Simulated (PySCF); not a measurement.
Compound: C3H6B2F2.
Geometry (PBE0-D3(BJ)/def2-SVP, Å), atoms numbered from 1 in this order:
```
atom  x, y, z in Å
C1    -1.2033    1.5307    0.7856
C2    -0.4782    0.4300    0.5098
B3     1.0412    0.3825    0.8402
B4     1.9786   -0.8810    0.2105
F5     2.7324   -0.7513   -0.8790
C6    -1.0865   -0.7398   -0.2113
F7    -0.1104   -1.4166   -0.9202
H8    -2.2451    1.6537    0.4613
H9    -0.7646    2.3595    1.3480
H10    1.4744    1.2570    1.5594
H11    2.0620   -1.9530    0.7904
H12   -1.8748   -0.4379   -0.9207
H13   -1.5235   -1.4536    0.5090
```

Theory: PySCF, PBE0-D3(BJ)/def2-SVP geometry optimisation, gas phase.

Masses are those of the commonest isotopes; rigid-rotor values at the optimised geometry. The values belong to one conformer with, in the numbering `[CH2:1]=[C:2]([BH:3][BH:4][F:5])[CH2:6][F:7]`, C1–C2–B3–B4 -168°, C2–B3–B4–F5 99°, C1–C2–C6–F7 152°.

Question: Give the principal moments of inertia and the rotational constants in GHz.

Answer: Ia = 122.12, Ib = 279.50, Ic = 371.75 u·Å²; 505379 MHz·u·Å²/I gives 4138, 1808 and 1359 MHz, that is A = 4.1385, B = 1.8082, C = 1.3594 GHz.

Question: Classify the top.

Answer: An asymmetric top. Ray's parameter κ = (2B − A − C)/(A − C) = -0.677; −1 is the prolate and +1 the oblate limit.

Question: Is it planar, by Δ = Ic − Ia − Ib?

Answer: Not planar: Δ = Ic − Ia − Ib = -29.86 u·Å². For a rigid frame Δ = −2 Σ m c², so Σ m c² = 14.93 u·Å² lies off the ab plane: 5.06 from hydrogen and 9.88 from heavier atoms. The atom farthest from that plane is 1.62 Å away.

Question: List the rotational levels J(Ka,Kc) to J = 4 (MHz).

Answer: Above 0(0,0):
J = 1: 1(0,1) 3168, 1(1,1) 5498, 1(1,0) 5947
J = 2: 2(0,2) 9444, 2(1,2) 11384, 2(1,1) 12731, 2(2,1) 19721, 2(2,0) 19780
J = 3: 3(0,3) 18718, 3(1,3) 20180, 3(1,2) 22867, 3(2,2) 29224, 3(2,1) 29512, 3(3,1) 42032, 3(3,0) 42037
J = 4: 4(0,4) 30853, 4(1,4) 31848, 4(1,3) 36302, 4(2,3) 41849, 4(2,2) 42672, 4(3,2) 54807, 4(3,1) 54841, 4(4,1) 72597, 4(4,0) 72597
The levels of one J sum to (2J + 1)J(J + 1)(A + B + C)/3.

Question: Predict some low-J microwave lines.

Answer: The dipole components are |μa| = 3.62 D, |μb| = 0.01 D, |μc| = 0.26 D. The squared components, which scale the intensities, stand as 1.00 : 0.00 : 0.01 (a : b : c). Some of the stronger lines:

```tsv
type	branch	J(Ka,Kc)	MHz	lower level (cm⁻¹)
a	Q	1(1,0) ← 1(1,1)	449	0.183
a	Q	2(1,1) ← 2(1,2)	1346	0.380
c	Q	1(1,1) ← 1(0,1)	2330	0.106
a	Q	3(1,2) ← 3(1,3)	2687	0.673
a	R	1(0,1) ← 0(0,0)	3168	0.000
a	R	2(1,2) ← 1(1,1)	5887	0.183
a	R	2(0,2) ← 1(0,1)	6276	0.106
c	Q	3(2,2) ← 3(1,2)	6357	0.763
a	R	2(1,1) ← 1(1,0)	6784	0.198
a	R	3(1,3) ← 2(1,2)	8795	0.380
a	R	3(0,3) ← 2(0,2)	9274	0.315
a	R	3(2,2) ← 2(2,1)	9503	0.658
a	R	3(2,1) ← 2(2,0)	9731	0.660
a	R	3(1,2) ← 2(1,1)	10136	0.425
c	Q	3(3,1) ← 3(2,1)	12521	0.984
c	R	3(3,1) ← 2(2,1)	22311	0.658
```

Question: Estimate the classical rotational partition function at 25 K, 200 K and 500 K.

Answer: Point group C1, symmetry number σ = 1; q = (√π/σ)·√((kT/h)³/(ABC)), k/h = 20836.6 MHz/K: 6610 at 25 K, 150000 at 200 K, 591000 at 500 K.

Not checked by PBE0-D3(BJ)/def2-SVP frequencies. These are rigid-rotor constants of the computed structure; measured ground-state constants (B0) also hold zero-point vibration. Quadrupole hyperfine structure (11B) is left out.
